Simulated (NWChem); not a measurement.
System: AuNH3F; SMILES [Au](<-[NH3])[F]

The following NWChem deck was run.

```
start job
memory heap 200 mb stack 900 mb global 1100 mb
geometry units angstroms noautoz
  Au     0.000000     0.000000     0.044724
  F      0.000000     0.000000     1.968914
  N      0.000000     0.000000    -2.014625
  H     -0.066715     0.946256    -2.394152
  H     -0.786124    -0.530905    -2.394152
  H      0.852839    -0.415351    -2.394152
end
basis spherical
  * library def2-svp
end
ecp
  Au library def2-ecp
end
dft
  xc m06-2x
  iterations 150
  mulliken
end
task dft energy
```

Structure relaxed at the PBE0/def2-SVP level. def2 effective core potentials on Au; no spin-orbit coupling.

Q: What results follow from this input? (M06-2X/def2-SVP with def2 effective core potentials on Au.) Quantities: energy (Ha); highest occupied level (eV); orbital gap (eV); dipole (D).

A: 
```
Property                      Result
---------------------------  -------
energy (Ha)                  -291.85
highest occupied level (eV)    -8.42
orbital gap (eV)                8.80
dipole (D)                      8.81
```
